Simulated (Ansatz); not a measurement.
`N#C[Si](Cl)(Cl)Cl` + NH₃ → `N[Si](Cl)(Cl)Cl` + `C#N` at 298.15 K and 1 bar (ligand exchange at the Si–C bond).

Isolated molecules relaxed with PBE0-D4/def2-TZVP in Ansatz; ΔE leaves out vibrations. CCSD(T)/CBS adds triple-zeta CCSD(T) − MP2 to the extrapolated MP2 energy (def2 sets, frozen cores). This one scheme is used for every species. Each species was taken in one conformer, which may not be the lowest.

| species | CCSD(T)/CBS energy (Eh) | H − E (kJ/mol) | S (J/(mol·K)) |
| --- | --- | --- | --- |
| `N#C[Si](Cl)(Cl)Cl` | -1761.31365 | 59.3 | 358.8 |
| NH₃ | -56.50880 | 100.5 | 192.4 |
| `N[Si](Cl)(Cl)Cl` | -1724.51858 | 104.6 | 359.7 |
| `C#N` | -93.32098 | 52.4 | 201.2 |

H − E and S are ideal-gas, rigid-rotor, harmonic terms from PBE0-D4/def2-TZVP, for one conformer and one mirror image of each species. 1 Eh = 2625.50 kJ/mol, R = 8.31446 J/(mol·K).

Question: By hand: ΔE, ΔH, ΔS and ΔG.

Answer: ΔE = (-1724.51858) + (-93.32098) − (-1761.31365) − (-56.50880) = -0.01711 Eh = -44.9 kJ/mol. Δ(H − E) = 104.6 + 52.4 − 59.3 − 100.5 = -2.8, so ΔH = -47.7 kJ/mol. ΔS = 359.7 + 201.2 − 358.8 − 192.4 = 9.7 J/(mol·K). ΔG = -47.7 − 298.15 × (9.7)/1000 = -50.6 kJ/mol.

Question: By hand: the equilibrium constant, and the temperature at which ΔG would vanish if ΔH and ΔS stayed fixed.

Answer: log₁₀ K = −ΔG/(RT ln 10) = 8.9. ΔH and −TΔS have one sign here, so there is no such temperature.

The number of gas molecules stays the same, so ΔS is small and ΔH decides. A doubt of 5 kJ/mol in ΔE shifts log₁₀ K by 0.9 here. Other conformers and mirror images would add mixing entropy, several J/(mol·K) or more a flexible species. These are equilibria of isolated gas molecules and say nothing of rates. Largest T1 diagnostic: 0.014 (customary marks: 0.02 for closed shells, 0.045 for open ones).

ΔS is within the doubt of such terms, so its sign, and with it that verdict, could turn.
